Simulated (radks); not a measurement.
The numbers below are computed, except where a source is named.
Orbital eigenvalues (eV) of the osmium ion Os+, [Xe] 4f14 5d6 6s1, at several levels of relativity; Dirac values are averaged over j with weights 2j + 1. Spin-unpolarised spherical Kohn-Sham, LDA (Slater exchange, Perdew-Wang correlation), point nucleus unless stated (finite: rms radius 5.4126 fm), a radial shooting solver on a logarithmic mesh with Libxc functionals. A level marked "c x" has the speed of light scaled by that factor and shares open shells by 2j + 1; other Dirac levels either fill j = l - 1/2 first or share by 2j + 1.

| shell | non-rel. | scalar-rel. | Dirac, 2j+1 shares, finite nucleus | Dirac, c x 3 | change of magnitude, last against first (%) |
|---|---|---|---|---|---|
| 2p | -10706 | -11207 | -11274 | -10761 | +0.51 |
| 3s | -2579.1 | -2999.8 | -2991.8 | -2617.9 | +1.51 |
| 3p | -2370.5 | -2513.0 | -2527.1 | -2386.0 | +0.65 |
| 3d | -1980.3 | -1968.5 | -1963.8 | -1978.9 | -0.07 |
| 4s | -534.46 | -638.79 | -637.02 | -543.97 | +1.78 |
| 4p | -446.22 | -479.08 | -482.82 | -449.75 | +0.79 |
| 4d | -284.49 | -280.83 | -280.17 | -284.07 | -0.15 |
| 5s | -82.105 | -99.955 | -99.676 | -83.698 | +1.94 |
| 4f | -70.744 | -60.404 | -60.215 | -69.594 | -1.63 |
| 5p | -55.418 | -59.189 | -59.892 | -55.829 | +0.74 |
| 5d | -15.540 | -14.402 | -14.412 | -15.413 | -0.82 |
| 6s | -11.621 | -13.467 | -13.461 | -11.783 | +1.39 |
